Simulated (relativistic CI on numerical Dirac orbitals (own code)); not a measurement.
# Transition arrays of Cs XV

Computed by Dirac-Coulomb-Breit CI, KLI orbitals optimised for each configuration, a model potential for QED, valence Slater integrals scaled by 0.9, whole transition arrays (own radial code, finite nucleus).

Configurations in the expansion (outside the closed core [Ar] 3d10 4s2): 4p⁶4d⁵, 4p⁶4d⁴4f, 4p⁵4d⁶, 4p⁶4d⁴5p, 4p⁶4d⁴5f. Levels of other configurations are missing.

All E1 lines from the levels of 4p⁶4d⁵; mean and standard deviation are weighted by gf, and upper levels are sorted by their leading configuration.

```csv
Upper configuration,Lines,Σgf,Mean (eV),Mean (nm),σ (eV),Strongest line (nm)
4p⁶4d⁴4f,6576,1750.0,123.54,10.036,3.31,9.995
4p⁵4d⁶,2115,224.3,122.60,10.113,8.88,10.094
4p⁶4d⁴5p,3269,230.6,127.80,9.701,3.93,9.856
4p⁶4d⁴5f,5470,30.5,204.97,6.049,2.70,6.010
```

Σgf per state of the lower configuration in bins of 0.1 nm over the central range (centre: value): 6.05: 0.06, 9.25: 0.04, 9.35: 0.12, 9.45: 0.17, 9.55: 0.16, 9.65: 0.16, 9.75: 0.31, 9.85: 0.96, 9.95: 2.49, 10.05: 2.77, 10.15: 0.96, 10.25: 0.20, 10.35: 0.11, 10.45: 0.05.

(1) How do configuration mixing and the scaling of the Slater integrals move the arrays?

Results:

(1) Slater scale 0.9, no configuration mixing: 4p⁶4d⁴4f 116.7 ± 5.2 eV (Σgf 1179.8), 4p⁵4d⁶ 109.1 ± 9.4 eV (Σgf 678.1), 4p⁶4d⁴5p 131.6 ± 2.6 eV (Σgf 166.1), 4p⁶4d⁴5f 204.4 ± 2.8 eV (Σgf 64.6); Slater scale 1: 4p⁶4d⁴4f 125.7 ± 3.5 eV (Σgf 1649.3), 4p⁵4d⁶ 124.9 ± 9.4 eV (Σgf 192.6), 4p⁶4d⁴5p 128.1 ± 2.9 eV (Σgf 403.3), 4p⁶4d⁴5f 205.1 ± 2.9 eV (Σgf 28.9); Slater scale 0.8: 4p⁶4d⁴4f 121.2 ± 3.2 eV (Σgf 1769.7), 4p⁵4d⁶ 120.0 ± 9.5 eV (Σgf 193.7), 4p⁶4d⁴5p 127.8 ± 4.8 eV (Σgf 201.4), 4p⁶4d⁴5f 204.8 ± 2.5 eV (Σgf 32.2). With mixing, levels are counted to their leading configuration, so an array can shrink or vanish into another, and the sums then hold other lines.
